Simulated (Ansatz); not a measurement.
Consider the ligand exchange at a Ga–C bond: `CO[CH2][GaH2]` + CH₃OH → `C[O][GaH2]` + `COC`.

Calculated with Ansatz (gas phase, PBE0-D4/def2-TZVP geometries, no zero-point term in ΔE). CCSD(T)/CBS adds triple-zeta CCSD(T) − MP2 to the extrapolated MP2 energy (def2 sets, frozen cores). This one scheme is used for every species. DFT in def2-TZVPP. B3LYP here is the variant with VWN-RPA as its local correlation; programs differ in this. For Ga outer-core shells are correlated without core-valence functions, which leaves a few kJ/mol of doubt a bond. Scalar relativity is left out up to krypton. Each species was taken in one conformer, which may not be the lowest.

| level | ΔE (kJ/mol) |
| --- | --- |
| B3LYP | -101.7 |
| r2SCAN0 | -99.8 |

Problem. What does CCSD(T)/CBS give? (An estimate is asked.)

Solution. Computed: -95.3 kJ/mol. The listed levels differ from it by -6.4, -4.5 kJ/mol.

Largest T1 diagnostic among the species: 0.015.

From r2SCAN to r2SCAN0 (25 % exact exchange), in def2-TZVPP and without D4, ΔE moves by +3.7 kJ/mol. Leaving LDA and LC-ωPBE aside and taking each functional with its dispersion term where it has one, the values, not all of them listed here, spread over 13.2 kJ/mol, from B97M-V to HSE06-D4.
